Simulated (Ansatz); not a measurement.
A nudged elastic band was laid between two geometries of C$_{3}$H$_{6}$OSi (11 atoms, charge 0, multiplicity 1).

The calculation used RKS PBE/6-31G* in Ansatz 0.2.0.

| Quantity | Value |
| --- | --- |
| movable images | 7 |
| climbing image | yes |
| spring | 5.0 eV/Å² |
| optimiser | quadratic models (default) |
| start path | through a guess of the saddle point |
| force threshold | 0.05 eV/Å |
| iteration limit | 36 |
| end points | relaxed |

Initial state:

```xyz
11
Properties=species:S:1:pos:R:3
C -1.652 0.651 0.183
C -0.273 0.100 0.039
C 0.483 -0.762 0.782
Si 1.758 -0.480 -0.511
O 0.447 0.531 -1.090
H -1.616 1.754 0.232
H -2.261 0.385 -0.698
H -2.140 0.264 1.091
H 0.220 -1.267 1.708
H 2.991 0.323 -0.218
H 2.108 -1.555 -1.497
```

Final state:

```xyz
11
Properties=species:S:1:pos:R:3
C -1.644 0.679 0.194
C -0.265 0.111 0.035
C 0.404 -0.917 0.641
Si 1.782 -0.446 -0.475
O 0.553 0.725 -0.927
H -1.787 1.526 -0.494
H -2.409 -0.087 -0.021
H -1.806 1.028 1.228
H 0.053 -1.588 1.421
H 3.016 0.225 0.054
H 2.168 -1.314 -1.636
```

Q: Which bonds break or form, and what moves?

A: No bond is made or broken. The dihedral H7–C1–C2–C3 goes from -121 to -60°.

Q: What energy profile does the band end with?

A: It converged. The highest image is number 8 of 0 to 8, 1.5 kcal/mol above the first end and 0.0 kcal/mol above the last; the last end lies 1.5 kcal/mol above the first. The highest image is an end point: on this band no image between the ends rises above it.

| image | path coordinate (Å) | energy (kcal/mol) | dihedral H7–C1–C2–C3 (°) |
| --- | --- | --- | --- |
| 0 | 0.00 | 0.0 | -121 |
| 1 | 0.23 | 0.1 | -112 |
| 2 | 0.46 | 0.3 | -104 |
| 3 | 0.69 | 0.6 | -95 |
| 4 | 0.92 | 0.9 | -86 |
| 5 | 1.15 | 1.2 | -78 |
| 6 | 1.38 | 1.4 | -69 |
| 7 | 1.61 | 1.5 | -61 |
| 8 | 1.63 | 1.5 | -60 |

The run took 3.1 min on 1 thread of Arm Neoverse V2, with other jobs on the host, peak memory 0.27 GiB.
